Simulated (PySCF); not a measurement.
## Excitation energies in several basis sets

C₄HF₅.
Atom-mapped SMILES: `[F:1][C:2]1=[C:3]([F:4])[C:5]([F:6])([F:7])[C@@H:8]1[F:9]` (hydrogens: H10 on C8)

Structure used (PBE0-D3(BJ)/def2-SVP), in Å, numbered top down from 1:
```
atom  x, y, z in Å
F1     1.601    1.837   -0.089
C2     0.821    0.793   -0.058
C3     1.018   -0.534   -0.078
F4     2.060   -1.319   -0.094
C5    -0.445   -0.833    0.036
F6    -1.030   -1.434   -1.006
F7    -0.816   -1.492    1.148
C8    -0.668    0.708    0.074
F9    -1.385    1.191   -0.972
H10   -1.106    1.069    1.019
```

TDDFT with PBE0 (PySCF), vertical singlets, core orbitals frozen in the response, spherical d and f functions. Isolated species at its PBE0-D3(BJ)/def2-SVP geometry, gas phase.

Q: Compare 6-31G*, def2-SVP, 6-31+G*, def2-SVPD, aug-cc-pVDZ and def2-TZVP for this molecule.

A: 

```json
{"basis": "6-31G*", "functions": "128", "diffuse": "no", "S1 (eV)": "7.19", "S2 (eV)": "7.73", "S3 (eV)": "8.36", "S4 (eV)": "8.47", "S5 (eV)": "9.23", "LUMO (eV)": "-0.20", "α (au)": "39.3"}
{"basis": "def2-SVP", "functions": "131", "diffuse": "no", "S1 (eV)": "7.20", "S2 (eV)": "7.71", "S3 (eV)": "8.26", "S4 (eV)": "8.41", "S5 (eV)": "9.20", "LUMO (eV)": "-0.54", "α (au)": "38.8"}
{"basis": "6-31+G*", "functions": "164", "diffuse": "yes", "S1 (eV)": "7.08", "S2 (eV)": "7.27", "S3 (eV)": "7.63", "S4 (eV)": "8.27", "S5 (eV)": "8.34", "LUMO (eV)": "-0.78", "α (au)": "46.1"}
{"basis": "def2-SVPD", "functions": "203", "diffuse": "yes", "S1 (eV)": "7.28", "S2 (eV)": "7.34", "S3 (eV)": "7.66", "S4 (eV)": "8.43", "S5 (eV)": "8.57", "LUMO (eV)": "-0.82", "α (au)": "48.2"}
{"basis": "aug-cc-pVDZ", "functions": "216", "diffuse": "yes", "S1 (eV)": "7.01", "S2 (eV)": "7.26", "S3 (eV)": "7.58", "S4 (eV)": "8.00", "S5 (eV)": "8.23", "LUMO (eV)": "-0.71", "α (au)": "48.6"}
{"basis": "def2-TZVP", "functions": "285", "diffuse": "no", "S1 (eV)": "7.27", "S2 (eV)": "7.56", "S3 (eV)": "7.73", "S4 (eV)": "8.45", "S5 (eV)": "8.88", "LUMO (eV)": "-0.60", "α (au)": "45.4"}
```

States are compared by their number. Against the largest diffuse basis here (aug-cc-pVDZ, itself not a converged limit), sets without diffuse functions differ by up to 0.26 eV in S1 and 1.00 eV in S5; the smaller diffuse sets differ by up to 0.27 and 0.34 eV. S1 is led by HOMO-1→LUMO (93%) in 6-31G* and by HOMO→LUMO+1 (82%) in aug-cc-pVDZ. S1 is led by HOMO-1→LUMO (92%) in def2-SVP and by HOMO→LUMO+1 (82%) in aug-cc-pVDZ. State by state, the largest deviation of a set without diffuse functions is S1 0.26, S2 0.46, S3 0.78, S4 0.47, S5 1.00 eV. The same number needn't mean the same state in each row. Against aug-cc-pVDZ the polarisability deviates by -19% in 6-31G*, -20% in def2-SVP, -5% in 6-31+G*, -1% in def2-SVPD, -7% in def2-TZVP. A single + in a Pople set puts diffuse functions on heavy atoms only.
